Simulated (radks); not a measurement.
Q: These are the eigenvalues of the occupied orbitals of an atom or ion with whole-number occupations (hartree). Method: non-relativistic Kohn-Sham, LB94 model potential, spin-polarised, spherical densities, point nucleus; computed with a radial shooting solver on a logarithmic mesh with Libxc functionals.

1s down: -53.13232
1s up: -53.01389
2s up: -7.76980
2s down: -7.37057
2p up: -6.69511

Which element is it, and in what charge state? The configuration may be excited. Open shells, if any, are filled with parallel spins first.

A: Z = 12, magnesium, charge +5: Mg5+ in [He] 2s2 2p3. The list shows which subshells hold electrons but not how many an open one holds; the 1s level, -53.132 hartree, gives Z - s = 10.3 by -(Z - s)^2/2, which with screening narrows Z to a few neighbours, and the depths of the outer levels then fix element, charge and occupations together.
